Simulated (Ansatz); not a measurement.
Ansatz (a program for electronic structure) input:

Ansatz 0.2 input:
```yaml
crystal:
  periodic: [false, false, false]
  atoms:
    - {symbol: Mn, position_ang: [0.00000000, 0.00000000, 0.00000000]}
    - {symbol: Cl, position_ang: [-0.00000000, -0.00000000, -2.18948486]}
    - {symbol: Cl, position_ang: [0.00000000, 0.00000000, 2.18948486]}
basis:
  gaussian:
    orbitals: def2-TZVP
magnetization: {spin_polarized: true, initial_magnetization: 5}
correlation: {method: mp2, electrons: outside_noble_gas}
relax: {f_tol: 0.003, max_steps: 100}
```

Question: Which total energy does the run end on?

Answer: -2069.50858 Eh (MP2/def2-TZVP). The basis has 119 functions.

The spin state was set by rule; other spins were not relaxed.
